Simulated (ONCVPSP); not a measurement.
# What one change does to a pseudopotential (Fe, ONCV)

```json
{"Element": "Fe (Z = 26)", "Generator": "ONCVPSP 4.0.1", "Type": "optimised norm-conserving Vanderbilt (ONCV)", "Functional": "PBE", "Relativity": "scalar-relativistic", "Frozen core": "[Ne] 3s2", "Valence charge": "14", "Reference configuration": "3p6 3d6 4s2", "Partial waves": "4s: rc 2.45 bohr, ncon 3, nbas 6, qcut 2.8 1/bohr, 2 projectors, debl 2 Ha; 3p: rc 1.20 bohr, ncon 4, nbas 9, qcut 13.5 1/bohr, 2 projectors, debl 1.5 Ha; 3d: rc 0.90 bohr, ncon 3, nbas 6, qcut 10.3 1/bohr, 2 projectors, debl 1.6 Ha; f scattering state at 0.04 Ha: rc 2.20 bohr, ncon 5, nbas 8, qcut 5.6 1/bohr, 2 projectors, debl 1.3 Ha", "Local potential": "polynomial inside 0.60 bohr (lpopt 5, dvloc0 1 Ha)", "Core correction": "Teter function, fcfact 2, rcfact 1.5"}
```

In the p channel the program set the typed energies aside and used -2.207, 0.250 Ha.

Change: local potential polynomial inside 0.80 bohr (lpopt 5, dvloc0 2 Ha).

Cutoffs: the cutoffs (Ha) at which the residual kinetic energy of the hardest occupied pseudo-wave falls to 1 and 0.1 mHa per electron; they do not see the model core or the augmentation charge, which bear on the density cutoff. Errors are all-electron minus pseudo energies relative to the spin-unpolarised reference configuration.

Question: What does the change do?

Answer: Both files keep a bound ghost (s); the lowest positive-energy flag moves from f at 12.2 eV to f at 85.2 eV; the errors of the 4 common tests hardly move; the range in which the f phases agree narrows (upper end 4.0 → 2.9).

```csv
quantity,base,changed
bound ghosts,s,s
GHOST(+) flags under 300 eV,"f at 12.2 eV, s at 90.4 eV",f at 85.2 eV
"error for 3p6 3d6 4s1, meV [ΔE 8.73 eV]",-5.5,-5.6
"error for 3p6 3d6 4s0, meV [ΔE 24.93 eV]",-32,-32
"error for 3p6 3d5 4s0, meV [ΔE 59.16 eV]",+16,+16
"error for 3p6 3d6 4s0 4p2, meV [ΔE 8.46 eV]",-28,-29
s: phases at 2.49 bohr within 0.05 rad from the reference energy up to (Ha; the scan ends near 5),n/a,n/a
p: phases at 1.22 bohr within 0.05 rad from the reference energy up to (Ha; the scan ends near 5),to the end of the scan,to the end of the scan
d: phases at 0.91 bohr within 0.05 rad from the reference energy up to (Ha; the scan ends near 5),to the end of the scan,to the end of the scan
f: phases at 2.24 bohr within 0.05 rad from the reference energy up to (Ha; the scan ends near 5),4.0,2.9
"rms error of d²Exc/dni dnj with the model core, mHa",2.79,2.79
```

 A true bound ghost makes a file unfit for plane-wave use even where its test errors are small: the radial tests pick states by their node count and pass the ghost by.
